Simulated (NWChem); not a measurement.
**Basis-set convergence for H₄OPbSi**

```xyz
7

Pb    -0.0019    -0.3026     0.3831
O      1.4179    -1.0466    -1.0102
H      1.5097    -0.4880    -1.7962
Si    -0.7193     1.9045    -1.2080
H     -0.9565     3.1644    -0.4284
H     -1.9909     1.6267    -1.9576
H      0.3223     2.2195    -2.2426
```
Charge 0, spin multiplicity 1.

Program: NWChem. All single points use one geometry, from B3LYP/def2-SVP with def2 effective core potentials on Pb, a minimum by its harmonic frequencies. It is one conformer; others weren't searched.

Quantity: vertical ionisation energy at the level ΔMP2 (Δ: difference of total energies, the cation a doublet at the parent's geometry; it is the state that the SCF runs reached, from PBE0 orbitals for Hartree-Fock references, and need not be the lowest).

Effective core potentials replace the inner electrons of Pb; spin-orbit coupling is left out. The correlated methods keep 10 core orbitals frozen. The structure started from a generated list of species. The stability of the SCF solutions was not checked. Open-shell Hartree-Fock references start from PBE0 orbitals; any time given for them includes that run.

The cost column gives rough processor time relative to def2-SVP; each entry includes its own SCF.

**Question.** In def2-TZVPP the value is 8.28 eV. Among def2-SVP, def2-SVPD, def2-TZVP, def2-TZVPD, which is the smallest basis within 0.05 eV of it?

**Answer.** def2-TZVP, with 142 functions against 179 (also within reach: def2-TZVPD). def2-TZVPP isn't the basis-set limit itself, and a small set can land close by cancellation.

| basis | functions | vertical ionisation energy (eV) | relative cost |
|---|---|---|---|
| def2-SVP | 78 | 8.07 | 1 |
| def2-SVPD | 111 | 8.18 | under 3 |
| def2-TZVP | 142 | 8.25 | 5 |
| def2-TZVPD | 175 | 8.28 | 20 |
| def2-TZVPP | 179 | 8.28 | 10 |
